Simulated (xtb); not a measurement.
A run for xtb: GFN2-xTB on HIPbS (SMILES [SH][Pb][I]), a point of a torsion scan.

```
$ xtb mol.xyz --gfn 2 --opt vtight --chrg 0 --uhf 0 --input xcontrol
4

S     -1.54028029     0.37396760    -0.15356174
Pb     0.65714394     1.07761976    -0.55899284
I      1.61623877     1.45159390    -3.05905169
H     -1.84637595    -0.79700424     0.52146581
$constrain
  force constant=1.0
  dihedral: 4,1,2,3,120.0
$end
```

It printed:

```
[...]
           -------------------------------------------------
          |                Calculation Setup                |
           -------------------------------------------------



           -------------------------------------------------
          |                 G F N 2 - x T B                 |
           -------------------------------------------------

        Reference                      10.1021/acs.jctc.8b01176
      * Hamiltonian:
        H0-scaling (s, p, d)           1.850000    2.230000    2.230000
        zeta-weighting                 0.500000
      * Dispersion:
        s8                             2.700000
        a1                             0.520000
        a2                             5.000000
        s9                             5.000000
      * Repulsion:
        kExp                           1.500000    1.000000
        rExp                           1.000000
      * Coulomb:
        alpha                          2.000000
        third order                    shell-resolved
        anisotropic                    true
        a3                             3.000000
        a5                             4.000000
        cn-shift                       1.200000
        cn-exp                         4.000000
        max-rad                        5.000000


          ...................................................
          :                      SETUP                      :
          :.................................................:
          :  # basis functions                  25          :
          :  # atomic orbitals                  23          :
          :  # shells                            9          :
          :  # electrons                        18          :
          :  max. iterations                   250          :
          :  Hamiltonian                  GFN2-xTB          :
          :  restarted?                      false          :
          :  GBSA solvation                  false          :
          :  PC potential                    false          :
          :  electronic temp.          300.0000000     K    :
          :  accuracy                    1.0000000          :
          :  -> integral cutoff          0.2500000E+02      :
          :  -> integral neglect         0.1000000E-07      :
          :  -> SCF convergence          0.1000000E-05 Eh   :
          :  -> wf. convergence          0.1000000E-03 e    :
          :  Broyden damping             0.4000000          :
          :  net charge                          0          :
          :  unpaired electrons                  0          :
          ...................................................

 iter      E             dE          RMSdq      gap      omega  full diag
   1     -9.9532020 -0.995320E+01  0.147E+01    2.72       0.0  T
   2     -9.9685477 -0.153457E-01  0.725E+00    2.36       1.0  T
   3     -9.9699769 -0.142920E-02  0.321E+00    2.06       1.0  T
   4     -9.9704672 -0.490310E-03  0.117E+00    2.19       1.0  T
   5     -9.9706502 -0.182982E-03  0.737E-01    2.11       1.0  T
   6     -9.9707505 -0.100347E-03  0.298E-01    2.12       1.0  T
   7     -9.9707670 -0.165042E-04  0.167E-01    2.14       1.0  T
   8     -9.9707703 -0.326173E-05  0.271E-02    2.14       1.8  T
   9     -9.9707705 -0.159212E-06  0.747E-03    2.14       6.7  T
  10     -9.9707705 -0.196677E-08  0.352E-03    2.14      14.2  T
  11     -9.9707705 -0.940330E-09  0.692E-04    2.14      72.2  T
  12     -9.9707705 -0.433769E-10  0.257E-04    2.14     194.3  T

   *** convergence criteria satisfied after 12 iterations ***

         #    Occupation            Energy/Eh            Energy/eV
      -------------------------------------------------------------
         1        2.0000           -0.9116485             -24.8072
       ...           ...                  ...                  ...
         3        2.0000           -0.7062226             -19.2173
         4        2.0000           -0.4953577             -13.4794
         5        2.0000           -0.4493048             -12.2262
         6        2.0000           -0.4253700             -11.5749
         7        2.0000           -0.4181896             -11.3795
         8        2.0000           -0.3978527             -10.8261
         9        2.0000           -0.3797270             -10.3329 (HOMO)
        10                         -0.3011550              -8.1948 (LUMO)
        11                         -0.2137988              -5.8178
        12                         -0.1511011              -4.1117
        13                         -0.0567092              -1.5431
        14                         -0.0141415              -0.3848
       ...                                ...                  ...
        23                          0.4277247              11.6390
      -------------------------------------------------------------
                  HL-Gap            0.0785720 Eh            2.1381 eV
             Fermi-
[...]
   -0.6982455             -19.0002
         4        2.0000           -0.4860135             -13.2251
         5        2.0000           -0.4496549             -12.2357
         6        2.0000           -0.4260139             -11.5924
         7        2.0000           -0.4222405             -11.4897
         8        2.0000           -0.3992411             -10.8639
         9        2.0000           -0.3745850             -10.1930 (HOMO)
        10                         -0.3057395              -8.3196 (LUMO)
        11                         -0.1763028              -4.7974
        12                         -0.1510979              -4.1116
        13                         -0.1091872              -2.9711
        14                         -0.0096454              -0.2625
       ...                                ...                  ...
        23                          0.4885644              13.2945
      -------------------------------------------------------------
                  HL-Gap            0.0688455 Eh            1.8734 eV
             Fermi-level           -0.3401623 Eh           -9.2563 eV

 SCC (total)                   0 d,  0 h,  0 min,  0.002 sec
 SCC setup                      ...        0 min,  0.000 sec (  2.180%)
 Dispersion                     ...        0 min,  0.000 sec (  0.489%)
 classical contributions        ...        0 min,  0.000 sec (  0.199%)
 integral evaluation            ...        0 min,  0.001 sec ( 28.252%)
 iterations                     ...        0 min,  0.000 sec ( 25.666%)
 molecular gradient             ...        0 min,  0.001 sec ( 39.963%)
 printout                       ...        0 min,  0.000 sec (  2.713%)

         :::::::::::::::::::::::::::::::::::::::::::::::::::::
         ::                     SUMMARY                     ::
         :::::::::::::::::::::::::::::::::::::::::::::::::::::
         :: total energy              -9.978756084592 Eh    ::
         :: gradient norm              0.000009490192 Eh/a0 ::
         :: HOMO-LUMO gap              1.873382288730 eV    ::
         ::.................................................::
         :: SCC energy                -9.993032579775 Eh    ::
         :: -> isotropic ES            0.037567835524 Eh    ::
         :: -> anisotropic ES          0.002953936285 Eh    ::
         :: -> anisotropic XC         -0.004169510479 Eh    ::
         :: -> dispersion             -0.003351601577 Eh    ::
         :: repulsion energy           0.014220345960 Eh    ::
         :: add. restraining           0.000056149224 Eh    ::
         :: total charge               0.000000000000 e     ::
         :::::::::::::::::::::::::::::::::::::::::::::::::::::

           -------------------------------------------------
          |                Property Printout                |
           -------------------------------------------------

    * Orbital Energies and Occupations

         #    Occupation            Energy/Eh            Energy/eV
      -------------------------------------------------------------
         1        2.0000           -0.9146015             -24.8876
         2        2.0000           -0.7314714             -19.9043
         3        2.0000           -0.6982455             -19.0002
         4        2.0000           -0.4860135             -13.2251
         5        2.0000           -0.4496549             -12.2357
         6        2.0000           -0.4260139             -11.5924
         7        2.0000           -0.4222405             -11.4897
         8        2.0000           -0.3992411             -10.8639
         9        2.0000           -0.3745850             -10.1930 (HOMO)
        10                         -0.3057395              -8.3196 (LUMO)
        11                         -0.1763028              -4.7974
        12                         -0.1510979              -4.1116
        13                         -0.1091872              -2.9711
        14                         -0.0096454              -0.2625
        15                         -0.0041698              -0.1135
        16                          0.0059873               0.1629
        17                          0.0217626               0.5922
        18                          0.0369806               1.0063
        19                          0.0375662               1.0222
        20                          0.0695210               1.8918
       ...                                ...                  ...
        23                          0.4885644              13.2945
      -------------------------------------------------------------
                  HL-Gap            0.0688455 Eh            1.8734 eV
             Fermi-level           -0.3401623 Eh           -9.2563 eV

     #   Z          covCN         q      C6AA      α(0)
     1  16 S        1.834    -0.500   163.543    21.524
     2  82 Pb       1.834     0.586   425.716    43.031
     3  53 I        0.924    -0.242   390.069    34.094
     4   1 H        0.923     0.155     1.356     1.821

 Mol. C6AA /au·bohr⁶  :       2934.149853
 Mol. C8AA /au·bohr⁸  :     292434.984493
 Mol. α(0) /au        :        100.471328


Wiberg/Mayer (AO) data.
largest (>0.10) Wiberg bond orders for each atom

 ---------------------------------------------------------------------------
     #   Z sym  total        # sym  WBO       # sym  WBO       # sym  WBO
 ---------------------------------------------------------------------------
Note: The following floating-point exceptions are signalling: IEEE_DENORMAL
normal termination of xtb
     1  16 S    1.955 --     2 Pb   0.956     4 H    0.949
     2  82 Pb   2.064 --     3 I    1.085     1 S    0.956
     3  53 I    1.139 --     2 Pb   1.085
     4   1 H    0.976 --     1 S    0.949
 ---------------------------------------------------------------------------

Topologies differ in total number of bonds
Writing topology from bond orders to xtbtopo.mol

molecular dipole:
                 x           y           z       tot (Debye)
 q only:        1.430       0.040       1.418
   full:        1.308      -0.061       2.960       8.228
molecular quadrupole (traceless):
                xx          xy          yy          xz          yz          zz
 q only:       -0.659       3.560       6.911       2.402       3.879      -6.252
  q+dip:        3.117       2.781      14.688      10.308       9.523     -17.806
   full:        2.281       2.101      15.901       9.848       8.827     -18.182

           -------------------------------------------------
          |                Geometry Summary                 |
           -------------------------------------------------

      molecular mass/u    :      367.1941081
   center of mass at/Å    :        0.7486357       1.0920910      -1.2367990
  moments of inertia/u·Å² :        0.1646061E+03   0.6871732E+03   0.8492685E+03
rotational constants/cm⁻¹ :        0.1024119E+00   0.2453185E-01   0.1984959E-01

 * 2 selected distances

     #   Z          #   Z                                           value/Å
     2  82 Pb       3  53 I                                       2.7262214 (max)
     1  16 S        4   1 H                                       1.3256357 (min)

 * 2 distinct bonds (by element types)

   Z      Z             #   av. dist./Å        max./Å        min./Å
   1 H   16 S           1     1.3256357     1.3256357     1.3256357
  53 I   82 Pb          1     2.7262214     2.7262214     2.7262214


optimized geometry written to: xtbopt.xyz


           -------------------------------------------------
          | TOTAL ENERGY               -9.978756084592 Eh   |
          | GRADIENT NORM               0.000009490192 Eh/α |
          | HOMO-LUMO GAP               1.873382288730 eV   |
           -------------------------------------------------

------------------------------------------------------------------------
------------------------------------------------------------------------
 total:
 SCF:
 ANC optimizer:
```

The run finished.

Warnings raised: the energy holds the restraint's term.

Cost: about 0.05 core-seconds (a rough figure).
